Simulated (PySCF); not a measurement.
Dipole moment and polarisability of `N[SiH](N)N([SiH3])[SiH3]`

Compound: H₁₁N₃Si₃.
Geometry (GFN2-xTB, Å), atoms numbered from 1 in this order:
```xyz
17
H11N3Si3 angstrom
N     -1.509    1.695   -0.184
Si    -0.742    0.318   -0.871
N     -1.850   -1.000   -1.046
N      0.657   -0.047    0.123
Si     1.441    1.226    1.013
Si     1.175   -1.700    0.213
H     -2.406    1.955   -0.556
H     -1.494    1.818    0.814
H     -0.317    0.655   -2.229
H     -2.357   -1.302   -0.229
H     -1.523   -1.811   -1.544
H      1.365    2.459    0.236
H      0.778    1.399    2.317
H      2.832    0.830    1.232
H      1.156   -2.273   -1.137
H      0.265   -2.476    1.069
H      2.524   -1.735    0.767
```

Level: B3LYP/def2-SVPD (PySCF), static field, nuclei fixed, core orbitals frozen in the response. The polarisability tensor in these axes (au):

```
x   102.92  -1.33   8.96
y    -1.33 105.25   3.39
z     8.96   3.39  92.78
```

Question: Give the principal values, the mean and the anisotropy Δα = √{½[(α1 − α2)² + (α2 − α3)² + (α1 − α3)²]}.

Answer: Principal values 86.85, 105.83 and 108.27 au; mean 100.32 au = 14.87 Å³ = 16.54 × 10⁻⁴⁰ C²·m²/J; Δα = 20.31 au (20 % of the mean).

Question: What is the dipole moment, and where does it point?

Answer: (-1.03, -0.71, 0.91) D, 1.54 D in size, pointing from the negative to the positive side. Measured along this direction, the outermost atoms are H12 at the negative end and H10 at the positive end.

Question: Give the eigenvalues of the traceless quadrupole moment Θ = ½Σq(3rr − r²1), origin at the centre of nuclear charge.

Answer: -5.67, 0.27, 5.40 D·Å. The values depend on the origin, since the dipole doesn't vanish. The electronic extent ⟨r²⟩ about the same centre is 1246 bohr², a root-mean-square distance of 2.17 Å for the 74 electrons.

Question: Find the Langevin capture rate constant for O2+ (31.990 u) meeting this molecule (137.026 u), k = 2.342 × 10⁻⁹ cm³/s × √(α in Å³ / reduced mass in u).

Answer: The reduced mass is 25.94 u, so k = 1.77 × 10⁻⁹ cm³/s. The formula leaves out the permanent dipole, which adds to the capture rate.

Question: How large is μ²/3kT at 500 K beside α?

Answer: In Gaussian units μ²/3kT = 11.50 Å³ against 14.87 Å³, a ratio of 0.77; the Debye molar polarisation (4π/3)N_A(α + μ²/3kT) is 66.5 cm³/mol, leaving out the vibrational part.

Question: What molar refraction does this α imply?

Answer: Lorentz–Lorenz: R = (4π/3)N_A α = 2.5225 cm³/(mol·Å³) × 14.87 Å³ = 37.5 cm³/mol, in the limit of long wavelengths.

Question: Give the principal axes and the span of the nuclei along them.

Answer: Largest value along (0.82, 0.23, 0.52), where the nuclei span 5.63 Å; middle along (-0.29, 0.96, 0.05), 5.11 Å; least along (-0.49, -0.19, 0.85), 3.19 Å. The response follows the extents in order.

The structure is a single GFN2-xTB conformer in the gas phase; no vibrational or solvent corrections.
